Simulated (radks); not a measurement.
Values are calculated unless marked as measured or tabulated.
Correlation energies from several functionals, in hartree. Species: Ca [Ar] 4s2; Ga+ [Ar] 3d10 4s2; Zn+ [Ar] 3d10 4s1; Ca+ [Ar] 4s1; Ba [Xe] 6s2. Level of theory: non-relativistic Kohn-Sham, exchange-only LDA, spin-polarised, spherical densities, point nucleus (a radial shooting solver on a logarithmic mesh with Libxc functionals). Every spin shell is full or empty, so the densities are truly spherical. Functionals are evaluated on that one density, not self-consistently.

functional        Ca      Ga+      Zn+       Ca+       Ba
PW92         -1.5741  -2.7120  -2.6047   -1.5345  -5.3535
VWN5         -1.5811  -2.7247  -2.6173   -1.5417  -5.3760
PZ           -1.5717  -2.7081  -2.5998   -1.5316  -5.3546
Wigner       -1.0182  -1.5953  -1.5228  -0.95763  -2.9685
LYP         -0.83162  -1.4564  -1.3959  -0.80383  -2.8313
P86         -0.88678  -1.6260  -1.5577  -0.85434  -3.4192
OP (B88)    -0.79503  -1.4027  -1.3474  -0.77375  -2.7443
r2SCAN      -0.77956  -1.4592  -1.3984  -0.75001  -3.0352
B95         -0.90909  -1.7196  -1.6445  -0.88540  -3.6849
